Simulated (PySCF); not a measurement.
Another site gives an ion 67929.21 eV lower (`O[SiH2]Br`) at the level CAM-B3LYP-D3(BJ)/def2-TZVPD (PySCF).

```xyz
10

C      1.5212    -0.5898     0.1947
C      0.8078     0.3200    -0.4553
Si    -0.9927     0.6273    -0.1318
O     -1.6024    -0.4661     0.9387
H      2.5726    -0.7568    -0.0110
H      1.0817    -1.2066     0.9709
H      1.3083     0.9119    -1.2187
H     -1.7277     0.5715    -1.4189
H     -1.1989     1.9519     0.4851
H     -1.7698    -1.3634     0.6462
```

Charge 0, multiplicity 1.

Question: Give the Mulliken and meta-Löwdin atomic charges from TPSSh-D3(BJ)/def2-TZVPD // CAM-B3LYP-D3(BJ)/def2-TZVPD run with PySCF 2.14.0.

Answer: 
```json
[
 {"atom": "C1", "Mulliken (e)": "-0.59", "meta-Löwdin (e)": "-0.21"},
 {"atom": "C2", "Mulliken (e)": "-0.21", "meta-Löwdin (e)": "-0.38"},
 {"atom": "Si3", "Mulliken (e)": "0.19", "meta-Löwdin (e)": "0.91"},
 {"atom": "O4", "Mulliken (e)": "-0.52", "meta-Löwdin (e)": "-0.75"},
 {"atom": "H5", "Mulliken (e)": "0.19", "meta-Löwdin (e)": "0.12"},
 {"atom": "H6", "Mulliken (e)": "0.32", "meta-Löwdin (e)": "0.11"},
 {"atom": "H7", "Mulliken (e)": "0.28", "meta-Löwdin (e)": "0.12"},
 {"atom": "H8", "Mulliken (e)": "0.00", "meta-Löwdin (e)": "-0.15"},
 {"atom": "H9", "Mulliken (e)": "0.00", "meta-Löwdin (e)": "-0.13"},
 {"atom": "H10", "Mulliken (e)": "0.33", "meta-Löwdin (e)": "0.35"}
]
```
